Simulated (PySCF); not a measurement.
## Dipole moment and polarisability across levels of theory

Compound: C4H7NSi.
Bonds: C1–C2 (double), C2–C3, C2–Si4, Si4–C5, C5–N6 (triple). Hydrogens: H7, H8 on C1; H9, H10, H11 on C3; H12, H13 on Si4.

PySCF, dipoles from the SCF density, polarisabilities from static response with core orbitals frozen. One conformer (not necessarily the lowest) at the PBE0-D3(BJ)/def2-SVP geometry, without solvent, vibrations or thermal averaging.

**Question.** How do dipole and polarisability depend on functional and basis here?

**Answer.** 

```tsv
level	μ (D)	α (Å³)	anisotropy (Å³)
LDA/def2-SVPD	3.985	12.26	4.21
PBE/def2-SVPD	3.889	12.06	4.19
B3LYP/def2-SVPD	3.969	11.73	4.02
PBE0/def2-SVPD	3.973	11.65	4.00
BHandHLYP/def2-SVPD	4.061	11.37	3.90
CAM-B3LYP/def2-SVPD	4.007	11.55	3.89
wB97X-D/def2-SVPD	3.995	11.59	3.90
LC-wPBE/def2-SVPD	4.003	11.29	3.79
HF/def2-SVPD	4.176	11.08	3.89
PBE0/6-31G*	3.846	9.70	4.27
PBE0/def2-SVP	3.771	10.14	4.13
PBE0/6-31+G*	4.016	11.00	4.28
PBE0/aug-cc-pVDZ	3.999	11.93	4.09
PBE0/def2-TZVP	3.959	11.33	4.22
PBE0/def2-TZVPD	3.976	11.88	4.07
```

The anisotropy is √(½[(α1 − α2)² + (α2 − α3)² + (α3 − α1)²]). The dipole runs from 3.77 D (PBE0/def2-SVP) to 4.18 D (HF/def2-SVPD). No reference polarisability is at hand; against PBE0 in the largest diffuse basis at hand (def2-TZVPD) the other PBE0 rows deviate by 6-31G* -18%, def2-SVP -15%, 6-31+G* -7%, def2-SVPD -2%, aug-cc-pVDZ 0%, def2-TZVP -5%. In one basis (def2-SVPD) the functionals order the polarisability from HF (lowest) to LDA (highest), a spread of 11%. With PBE0 the polarisability is 10.39 Å³ without diffuse functions (mean of 6-31G*, def2-SVP and def2-TZVP) and 11.62 Å³ with them (mean of 6-31+G*, def2-SVPD, aug-cc-pVDZ and def2-TZVPD).
